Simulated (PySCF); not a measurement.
# Selenium: a sound run and one with changed settings

Sound run: Se⁺ [Ar] 3d10 4s2 4p3, Se²⁺ [Ar] 3d10 4s2 4p2. Calculation: PySCF 2.14, in cc-pVTZ-PP with ECP10MDF (5s4p3d1f, 39 functions); a scalar-relativistic core potential. In the sound run the correlated levels freeze 3s2 3p6 3d10 outside the core potential. The sound run starts from symmetry-adapted Hartree-Fock orbitals and uses a fine grid where one is needed.

A second run was set up differently.

| species | method | sound run (hartree) | changed run (hartree) | converged |
| --- | --- | --- | --- | --- |
| Se⁺ | UHF | -371.54804 | -371.54804 | yes |
| Se⁺ | BP86 | -372.92172 | -372.92172 | yes |
| Se⁺ | TPSS | -372.69214 | -372.69214 | yes |
| Se⁺ | MP2 | -371.62358 | -371.61772 | yes |
| Se⁺ | CCSD(T) | -371.64077 | -371.64077 | yes |
| Se²⁺ | UHF | -370.78217 | -370.78217 | yes |
| Se²⁺ | BP86 | -372.13832 | -372.13832 | yes |
| Se²⁺ | TPSS | -371.90915 | -371.90915 | yes |
| Se²⁺ | MP2 | -370.83917 | -370.83480 | yes |
| Se²⁺ | CCSD(T) | -370.85660 | -370.85660 | yes |

Ionisation energy of Se⁺:

```csv
method,sound run (eV),changed run (eV)
UHF,20.840,20.840
BP86,21.317,21.317
TPSS,21.306,21.306
MP2,21.345,21.304
SCS-MP2,21.194,21.165
CCSD,21.310,21.310
CCSD(T),21.338,21.338
```

(1) What was changed?
A. a valence shell is frozen
B. angular grid far too coarse
C. all electrons correlated in a valence basis
D. level shift left on

Results:

(1) D. It used initial guess 1e, at most 50 SCF cycles, level shift 0.1 hartree. A level shift leaves the converged SCF energy unchanged but raises the virtual orbital energies, which shrinks MP2 if it is not removed.
